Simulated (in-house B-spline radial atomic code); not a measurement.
**Ionising Hf³⁺ with different functionals**

Computed with a radial B-spline atomic code at the basis-set limit: scalar-relativistic (spin-free X2C) Hamiltonian, Fermi nucleus of rms radius 5.347 fm, spin-polarised at highest spin, spherical fractional occupations for the functionals, the average over the highest-spin determinants for Hartree-Fock. The ionisation energy is the difference of two self-consistent energies, [Xe] 4f14 5d1 → [Xe] 4f14, without Breit or QED terms; ε is the level of the shell that loses the electron (its least bound occupied spin orbital). There is no spin-orbit coupling in this Hamiltonian.

Hybrids are left out here: with spherical fractional occupations of an open shell their exact exchange keeps a self-interaction that integer-occupation calculations don't have.

| method | rung | ΔSCF (eV) | -ε(5d) (eV) |
| --- | --- | --- | --- |
| Hartree-Fock | Hartree-Fock | 31.98 | 32.29 |
| LDA VWN5 | LDA | 33.31 | 27.75 |
| LDA PW92 | LDA | 33.30 | 27.75 |
| LDA exchange-only | LDA | 31.97 | 26.53 |
| PBE | GGA | 33.04 | 27.49 |
| PBEsol | GGA | 33.02 | 27.49 |
| BLYP | GGA | 33.04 | 27.44 |
| RPBE | GGA | 32.95 | 27.39 |
| PW91 | GGA | 33.13 | 27.56 |
| BP86 | GGA | 33.04 | 27.55 |
| AM05 | GGA | 32.98 | 27.46 |
| OLYP | GGA | 33.02 | 27.38 |
| TPSS | meta-GGA | 32.85 | 27.30 |
| SCAN | meta-GGA | 32.76 | 27.34 |
| r2SCAN | meta-GGA | 32.60 | 27.22 |
| revTPSS | meta-GGA | 32.79 | 27.26 |

Task: How do they compare with the NIST value?

Result: NIST lists 33.37 eV ± 0.025 (semi-empirical, ground level to ground level). Errors run from -1.40 to -0.06 eV; LDA VWN5 is closest (-0.06 eV), though others lie within the uncertainty of it, and part of that can be cancellation, since the calculations leave out spin-orbit coupling, Breit-QED terms, multiplet and fine-structure energies. Hartree-Fock also lacks correlation.
